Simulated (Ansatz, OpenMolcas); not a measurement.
# [CSO3F3]− (trifluoromethanesulfonate): the highest harmonic wavenumber at each level's own minimum, rung by rung

[CSO3F3]−, singlet, SMILES `[O-]S(=O)(=O)C(F)(F)F`. Each level relaxes the structure for itself.

Each level gives the highest harmonic wavenumber at each level's own minimum (cm⁻¹). The values are calculated.

| level | kind | program | value (cm⁻¹) |
| --- | --- | --- | --- |
| HF/STO-3G | Hartree–Fock | Ansatz | 1476 |
| HF/3-21G | Hartree–Fock | OpenMolcas | 1382 |
| HF/6-31G* (Cartesian functions) | Hartree–Fock | Ansatz | 1423 |
| PBE/def2-SVP | GGA | Ansatz | 1227 |
| B3LYP/6-31G* (Cartesian functions) | global hybrid | Ansatz | 1254 |
| PBE0-D4/def2-TZVPD | global hybrid | Ansatz | 1317 |
| MP2/6-31G* (Cartesian functions) | perturbation theory | Ansatz | 1301 |

Harmonic and unscaled. Sets without diffuse functions describe the anion poorly. The values span 1227 to 1476 cm⁻¹.
